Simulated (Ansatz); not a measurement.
```yaml
crystal:
  periodic: [false, false, false]
  atoms:
    - {symbol: Au, position_ang: [-0.002673, 0.003681, -1.441896]}
    - {symbol: P, position_ang: [0.001687, -0.001071, 0.777335]}
    - {symbol: H, position_ang: [0.811668, -0.949635, 1.454973]}
    - {symbol: H, position_ang: [-1.221482, -0.227923, 1.461042]}
    - {symbol: H, position_ang: [0.420224, 1.172392, 1.457539]}
    - {symbol: Cl, position_ang: [-0.009425, 0.002547, -3.709003]}
basis:
  gaussian: {orbitals: def2-TZVP}
total_charge: 1
magnetization: {spin_polarized: true, initial_magnetization: 1}
hamiltonian: {xc: {name: B97M-V}, pseudopotentials: {relativity: scalar}}
kpoints: {mp_grid: {grid: [2, 2, 2]}}
output: {forces: true}
```

```sh
$ ansatz run in.yaml --threads 4 --pin off --events-out ev --progress --plain --max-ram 3916MiB
```

It prints (some lines left out):

```
Error: invalid value for `basis.gaussian`: such a run doesn't read kpoints; remove what it names
```

In this input the input holds a key that doesn't belong there. The program refused the input.
